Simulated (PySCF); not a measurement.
Some computed properties have been withheld. Give your best values.

Species: C6H6F3O (doublet state).
Structure used (PBE0-D3(BJ)/def2-SVP), in Å, numbered top down from 1:
```
atom  x, y, z in Å
F1    -1.7465   -0.2518    1.7049
C2    -2.0781    0.1767    0.4799
F3    -3.3506   -0.1752    0.2689
F4    -2.0256    1.5093    0.4971
C5    -1.1750   -0.4108   -0.5815
C6     0.2612   -0.0597   -0.4171
C7     1.0092    0.6816   -1.2478
O8     2.3014    0.8098   -0.8562
C9     2.4546    0.0628    0.2813
C10    1.1478   -0.5007    0.7222
H11   -1.3264   -1.5030   -0.5473
H12   -1.5530   -0.0565   -1.5513
H13    0.7480    1.1837   -2.1788
H14    3.3551    0.2617    0.8581
H15    0.8031   -0.1055    1.7009
H16    1.1597   -1.6045    0.8437
```

```tsv
property	level	value
point group	PBE0-D3(BJ)/def2-SVP	?
rotational constants A, B, C	PBE0-D3(BJ)/def2-SVP	3.190, 0.763, 0.711 GHz
dipole moment	PBE0-D3(BJ)/def2-SVP	1.36 D
isotropic g value	unrestricted B3LYP/IGLO-III on C F O, pcH-1 on H, mean-field spin–orbit	?
spin squared ⟨S²⟩	unrestricted B3LYP/IGLO-III on C F O, pcH-1 on H	0.756
largest isotropic hyperfine couplings (means over sets of like nuclei)	unrestricted B3LYP/IGLO-III on C F O, pcH-1 on H	?
```

Electronic properties: PySCF, gas phase, density fitting. Couplings of like nuclei are plain means over topologically equivalent atoms, as if these changed places fast (by rotation of a methyl-like group, say); in this geometry the members of some sets differ.

Question: Give the isotropic g value.

Answer: 2.00302.

Question: What is the point group?

Answer: C1.

Question: What are the largest isotropic hyperfine couplings (means over sets of like nuclei)?

Answer: 1H +152.7 (H15/H16), 13C +117.5 (C9), 1H -47.4 (H14), 13C -33.7 (C10), 17O -18.4 (O8) MHz.

At 9.50 GHz, hν = g·μB·B₀ (B₀ the magnetic field) puts the centre of the isotropic spectrum, to first order, at 338.9 mT. The dipole equals about 4.5 × 10⁻³⁰ C·m (1 D = 3.33564 × 10⁻³⁰ C·m). The rotational constants make it an asymmetric top with κ = (2B − A − C)/(A − C) = -0.96, nearer the prolate limit (−1). A dipole of 1.36 D is allowed in C1, and pure rotational transitions are dipole-allowed. With B = h/(8π²I), that is 505.379 GHz u Å² over I, the principal moments of inertia are 158.4, 662.6 and 711.3 u Å² (most abundant isotopes).

One conformer stands for the species.
